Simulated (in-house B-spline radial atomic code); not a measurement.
RPA and G0W0 on r2SCAN: Te II (Te+)

Configuration [Kr] 4d10 5s2 5p3, highest spin, mean-field start r2SCAN. Computed with a B-spline radial code for spherical atoms: all electrons, scalar-relativistic (spin-free one-electron X2C), finite nucleus, each spin shell either full or empty, empty states to l = 9 with an (l + 1/2)⁻⁴ tail; G0W0 by contour deformation at full frequency.

Spin-orbit coupling, left out, splits p levels strongly here.

Command:
```bash
python run_gw.py task.json out
```
Settings (radii: box in bohr, nucleus in fm):
```
Z                        52
electrons                51
configuration            [Kr] 4d10 5s2 5p3
hamiltonian              x2c
method                   r2scan
lmax                     9
rms_radius               4.7423
spin_polarised           True
box_radius               23.78
intervals                70
```

Run time, properties included: 6.6 s on 1 thread of Intel(R) Xeon(R) Platinum 8259CL CPU @ 2.50GHz, on a shared host.

Energies (hartree):

```tsv
term	value
mean-field total	-6793.48868
Hartree-Fock functional on these orbitals	-6790.64895
direct second order	-4.5146
second-order exchange	1.2427
SOSEX correction	1.1543
```

(1) What is the RPA correlation energy, and what remains with SOSEX?

Quasi-particle levels (eV):

| level | occupied | mean field | Σx - vxc | Σc | QP weight | G0W0 |
| --- | --- | --- | --- | --- | --- | --- |
| 5p up | yes | -14.985 | -3.69 | ? | ? | ? |
| 5s down | yes | -21.955 | -2.50 | -2.03 | 0.902 | -26.482 |
| 5p down | no | -11.558 | 5.27 | -2.53 | 0.917 | -8.815 |

G0W0 = mean field + (Σx - vxc) + Σc, with Σc (partial-wave tail included) taken at the quasi-particle energy. Only the outer levels were computed. Levels of low weight are left out.

(2) Where does G0W0 put 5p up?

## Answers

(1) RPA gives -3.941 hartree (-2.1 eV per electron); RPA + SOSEX gives -2.7866, and the second-order doubles -3.2719 hartree (no singles). RPA lacks exchange-type terms and so overcorrelates at short range.

(2) At -19.034 eV, with Σc = -0.36 eV and a quasi-particle weight of 0.915. The tabulated removal energy is 18.6 ± 0.4 eV (NIST, measured); the calculation leaves out spin-orbit coupling, Breit and QED terms, and what these don't explain is the method's own error.
